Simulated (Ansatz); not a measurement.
C2H5F2NSi, SMILES `C[SiH]1NC1(F)F` at its PBE0-D4/def2-TZVP geometry, where that method's forces vanish. Charge 0, multiplicity 1.

```xyz
11

C    -0.6964    0.8945   -1.4084
Si    0.1714   -0.4190   -0.4356
N    -0.3742   -0.7954    1.1409
C     0.8851   -0.2119    1.2624
F     0.9492    0.9392    1.9862
F     1.8711   -1.0037    1.7678
H    -0.9735    1.7287   -0.7625
H    -1.6022    0.4915   -1.8702
H    -0.0502    1.2635   -2.2091
H     0.6782   -1.5227   -1.2883
H    -0.8585   -1.3647    1.8168
```

Question: What forces (eV/Å) does B3LYP-D4/def2-TZVPP give on these atoms in the Gaussian-basis code of Ansatz? (Estimate.)

Answer: The calculation gave: 
```
C1  -0.042  0.079 -0.056
Si2  0.063 -0.134 -0.178
N3  -0.235 -0.110  0.049
C4  -0.105 -0.016 -0.285
F5   0.021  0.397  0.241
F6   0.337 -0.272  0.170
H7   0.006 -0.035 -0.048
H8   0.035  0.033  0.015
H9  -0.044 -0.003  0.030
H10 -0.031  0.070  0.046
H11 -0.006 -0.009  0.016
```

B3LYP here is the variant with VWN-RPA as its local correlation; programs differ in this.
